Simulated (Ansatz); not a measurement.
Correlation energies of C2H6Cl2Si, SMILES `CC([SiH3])(Cl)Cl` by basis set

Z-matrix (Å, degrees):
```
C
C 1 1.510
H 1 1.092 2 109.8
H 1 1.092 2 109.8 3 119.9
H 1 1.091 2 110.6 3 -120.1
Si 2 1.903 1 114.9 3 -59.9
Cl 2 1.792 1 109.4 3 60.3
Cl 2 1.792 1 109.4 3 179.8
H 6 1.479 2 108.8 1 180.0
H 6 1.485 2 108.0 1 -59.4
H 6 1.485 2 108.0 1 59.4
```

Charge 0, multiplicity 1. The structure was optimised at the PBE0-D4/def2-TZVP level. Frozen core, restricted reference, Ansatz 0.2.0. CBS rows extrapolate triple and quadruple zeta; past MP2 they add the triple-zeta difference.

```csv
basis,HF (Eh),MP2 corr.
def2-SVP,-1286.70821,-0.65961
def2-TZVPP,-1287.21589,-0.85871
def2-QZVPP,-1287.25402,-0.92971
```

(1) Estimate the CCSD correlation energy and the (T) correction in each basis where they were run (hartree).

Results:

(1) 
| basis | CCSD corr. | (T) |
| --- | --- | --- |
| def2-SVP | -0.72343 | -0.02058 |
| def2-TZVPP | -0.92329 | -0.04003 |
| CBS(def2) | -1.04688 | as TZ |
